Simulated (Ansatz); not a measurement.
Mulliken charges of AlH$_{5}$O$_{4}$ (`[OH][Al-]([OH])([OH])[OH2+]`) from ωB97M-V/def2-TZVPP in Ansatz (PBE0-D4/def2-TZVP geometry).

```
atom   x (Å)   y (Å)   z (Å)  charge (e)
  O1  -1.400   0.801   0.699      -0.473
 Al2  -0.112  -0.245   0.248       0.588
  O3   0.782  -0.869   1.561      -0.428
  O4  -0.202  -1.105  -1.244      -0.473
  O5   0.857   1.175  -0.704      -0.163
  H6  -1.702   0.837   1.604       0.173
  H7   1.438  -1.552   1.442       0.154
  H8  -0.662  -1.928  -1.379       0.154
  H9   0.288   1.950  -0.598       0.233
 H10   0.795   0.885  -1.626       0.234
```

Q: By hand: the dipole of these point charges (1 e Å = 4.8032 D).

A: Σ q r = (0.296, 0.450, -0.382) e Å, of length 0.660 e Å = 3.17 D.

Q: How does the dipole of the full density compare? (Estimate.)

A: Computed: (0.136, 0.160, -0.374) e Å, 2.06 D; the point charges give 1.54 times that, at 26° from its direction.

Point charges leave out the atoms' own dipoles, such as those of lone pairs, and Mulliken's split depends on the basis, so the two needn't agree.
